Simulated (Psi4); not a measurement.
C₄H₅ (SMILES [CH2]C#CC), doublet (typed; the unrestricted solution is spin-contaminated), at a GFN2-xTB geometry. Base run: Psi4 with CCSD(T)/def2-SVP.

Psi4 was given this input:
```
memory 2 GB

molecule {
0 2
  C    -0.01669866   -0.14473260    2.05451619
  C    -0.00572650   -0.05021694    0.70569704
  C     0.00420741    0.03413279   -0.51310411
  C     0.01585773    0.13725248   -1.95067878
  H    -0.94506085   -0.19981979    2.59400011
  H     0.90273351   -0.16585290    2.61141141
  H    -0.00059800    1.18728795   -2.25276024
  H     0.91722312   -0.32377874   -2.35724285
  H    -0.86013765   -0.35645090   -2.37399048
}

set basis def2-svp
set reference uhf
set freeze_core true

energy('ccsd(t)')
print_variables()
```

The base run was repeated with changes; each row names its change, and settings that it needs were set with it.

```tsv
change	ΔE vs base (kcal/mol)	MP2 correlation (Eh)	CC correlation without the perturbative part (Eh)	basis functions	core-seconds (rough)
base	0.000	-0.48888	-0.54096	81	100
method = mp3	22.11	-0.48867	-	81	5
method = ccsd	(withheld)	-0.48888	-0.54096	81	50
method = mp2	45.17	-0.48867	-	81	3
```

Task: Complete the blanks.

Result: 
- method = ccsd, ΔE vs base (kcal/mol): 12.34

Open shells are given as the SCF converged; they aren't shown to be the lowest states, and a large step between rows can be another state.
